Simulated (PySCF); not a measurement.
Computed shifts of a molecule C8H12, PBE0/pcSseg-1 (PySCF), GIAO, gas phase, equivalent atoms averaged, in ppm (number of nuclei): ¹³C: 145.9 (4), 34.0 (4). ¹H: 6.58 (4), 2.25 (8). References: ¹³C against TMS (σ = 186.3 ppm); ¹H against TMS (σ = 31.56 ppm), references at their B3LYP-D3(BJ)/def2-TZVP geometries, non-relativistic. Geometry optimised at PBE0-D3(BJ)/def2-SVP. One conformer was computed; it need not be the lowest.

Task: Which structure fits?
A. C[C@H]1C=CC=CCC1
B. C=C(C)C=C=CCC
C. C1=CCCC=CCC1
D. C=CCCCC#CC

Result: C, C1=CCCC=CCC1
